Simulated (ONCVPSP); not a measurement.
Before and after: ONCV potential for aluminium

ONCVPSP 4.0.1 input, shortened (lines: element, Z, core and valence counts, functional; n l f; lmax; l rc ep ncon nbas qcut; lloc lpopt rc5 dvloc0; l nproj debl; icmod fcfact rcfact), LDA (Perdew-Zunger), scalar-relativistic:

```
  Al 13.00    3    2        3      upf
    1    0    2.00
    2    0    2.00
    2    1    6.00
    3    0    2.00
    3    1    1.00
    2
    0    2.00    0.00    4    7    3.80
    1    2.60    0.00    3    8    2.70
    2    2.15    0.41    4    8    4.00
    4    5    1.95    4.00
    0    2    0.40
    1    2    3.70
    2    2    1.60
    1    0.60    0.00
```

All-electron outer shells of the reference configuration (LDA (Perdew-Zunger), scalar-relativistic, ld1.x):

| shell | level (eV) | outermost node (bohr) | outermost maximum (bohr) |
| --- | --- | --- | --- |
| 2s | -107.50 | 0.17 | 0.50 |
| 2p | -69.71 | – | 0.43 |
| 3s | -7.84 | 0.80 | 2.06 |
| 3p | -2.79 | 0.82 | 2.64 |

Change: p: rc 1.84; local potential polynomial inside 1.84 bohr (lpopt 5, dvloc0 4 Ha).

Cutoffs: the cutoffs (Ha) at which the residual kinetic energy of the hardest occupied pseudo-wave falls to 1 and 0.1 mHa per electron; they do not see the model core or the augmentation charge, which bear on the density cutoff. Errors are all-electron minus pseudo energies relative to the spin-unpolarised reference configuration.

How do hardness, ghosts and transferability respond?

The potential gets neither clearly harder nor softer (5.8 Ha and 9.2 Ha → 5.8 Ha and 9.2 Ha); of the 4 tests that both files solve, the error grows in 3 and shrinks in 0 by more than 15 % and 0.3 meV (median size 0.1 → 0.8 meV); neither file shows a bound ghost. That the errors move this way runs against the usual rule that smaller radii transfer better.

```csv
quantity,base,changed
"cutoff, loose",5.8 Ha,5.8 Ha
"cutoff, tight",9.2 Ha,9.2 Ha
loose cutoff by channel,"s 5.8 Ha, p 2.1 Ha","s 5.8 Ha, p 2.1 Ha"
bound ghosts,none,none
GHOST(+) flags under 300 eV,none,none
"error for 3s2 3p0, meV [ΔE 5.85 eV]",0.0,+0.5
"error for 3s1 3p0, meV [ΔE 25.22 eV]",+2.3,+6.1
"error for 3s2 3p0.5, meV [ΔE 2.13 eV]",0.0,0.0
"error for 3s1 3p2, meV [ΔE 5.16 eV]",+0.1,-1.1
s: phases at 2.03 bohr within 0.05 rad from the reference energy up to (Ha; the scan ends near 5),2.7,2.6
d: phases at 2.18 bohr within 0.05 rad from the reference energy up to (Ha; the scan ends near 5),3.1,3.2
"rms error of d²Exc/dni dnj with the model core, mHa",0.26,0.28
```

Base: The cutoffs count occupied waves only; projector 2 of the d channel, the hardest unoccupied one, needs 20 Ha at the loose tolerance. Changed file: The cutoffs count occupied waves only; projector 2 of the d channel, the hardest unoccupied one, needs 20 Ha at the loose tolerance.
